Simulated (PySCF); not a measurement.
VF3, SMILES [F][V]([F])[F] (connectivity only; charge and spin as stated), neutral, multiplicity 3.

Geometry optimised at PBE-D3(BJ)/def2-SVP. The spin state was assumed, not searched.

Calculation: PySCF with PBE/def2-TZVPD.

```yaml
total_energy: -1243.34300 hartree
point_group: C2v
"α spin, highest occupied and lowest empty level": -5.44 and -4.94 eV
"β spin, highest occupied and lowest empty level": -9.97 and -4.05 eV
dipole_moment: 0.74 D
quadrupole, principal values (traceless, Buckingham form, about the centre of nuclear charge): -3.62, -2.59, 6.22 D·Å
mean_static_polarisability: 35.2 bohr³ (5.22 Å³)
polarisability_principal_values: 30.6, 37.4, 37.7 bohr³
"⟨S²⟩": 2.009 (pure state 2.00)
```
